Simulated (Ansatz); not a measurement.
Reaction (ligand exchange at the Si–S bond): `F[Si](F)(Cl)S[SiH2]Cl` + `[NH2][GeH2][Cl]` → `Cl[SiH2][NH][GeH2][Cl]` + `F[Si](F)(S)Cl`

Program: Ansatz. Geometries: PBE0-D4/def2-TZVP. ΔE: electronic, gas phase. CCSD(T)/CBS adds triple-zeta CCSD(T) − MP2 to the extrapolated MP2 energy (def2 sets, frozen cores). Functionals use def2-TZVPP. For Ge outer-core shells are correlated without core-valence functions, which leaves a few kJ/mol of doubt a bond. Scalar relativity is left out up to krypton. Each species was taken in one conformer, which may not be the lowest.

(1) Is it downhill or uphill in electronic energy at CCSD(T)/CBS, and by how much? (An estimate is asked.)

(2) What do these levels give: PBE-D4, r2SCAN-D4, ωB97X-V, ωB97M-V, PBE0, MP2/def2-TZVPP, SCS-MP2/def2-TZVPP, CCSD/def2-TZVPP, HF/def2-QZVPP, MP2/def2-QZVPP, SCS-MP2/def2-QZVPP, MP2/CBS(def2)? (Estimate.)

Largest T1 diagnostic among the species: 0.011.

## Answers

(1) The calculation gave: Downhill: ΔE = -5.9 kJ/mol.

(2) Computed: PBE-D4 7.2, r2SCAN-D4 0.7, ωB97X-V -4.5, ωB97M-V -4.1, PBE0 -0.5, MP2/def2-TZVPP -6.2, SCS-MP2/def2-TZVPP -10.4, CCSD/def2-TZVPP -12.9, HF/def2-QZVPP -21.1, MP2/def2-QZVPP -4.2, SCS-MP2/def2-QZVPP -8.5, MP2/CBS(def2) -2.0 kJ/mol.

From PBE to PBE0 (25 % exact exchange), in def2-TZVPP and without D4, ΔE moves by −3.5 kJ/mol. The D4 term adds +7.0 kJ/mol with B3LYP and +3.9 kJ/mol with PBE0; it sums over pairs of atoms, weighted by their polarisabilities, and B3LYP, whose exchange is more repulsive, gets the larger term.

B3LYP here is the variant with VWN-RPA as its local correlation; programs differ in this.
